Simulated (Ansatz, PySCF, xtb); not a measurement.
Protons, H atoms and electrons added to or taken from NC=O. Gas-phase values, no solvent. One relaxed conformer stands for each flexible species; it need not be the lowest. Strings in code marks are SMILES.

Quantity: gas-phase deprotonation enthalpy at 298 K, in kcal/mol. Enthalpy corrections at 298 K come from GFN2-xTB frequencies (xtb). Levels without diffuse functions put anions too high.

Level 1: frozen-core CCSD(T)/aug-cc-pVTZ // r2SCAN-D4/def2-TZVPD (Ansatz, a first-principles code)
Level 2: PBE-D3(BJ)/def2-TZVPD // r2SCAN-D4/def2-TZVPD (PySCF)
Level 3: B3LYP/3-21G // r2SCAN-D4/def2-TZVPD (PySCF)
Level 4: PBE/6-31G* // r2SCAN-D4/def2-TZVPD (PySCF)

```csv
species,level 1,level 2,level 3,level 4
proton removed from N1: `[NH-]C=O` (H–N–C–O torsion 0°),361.1,359.5,389.4,373.5
```
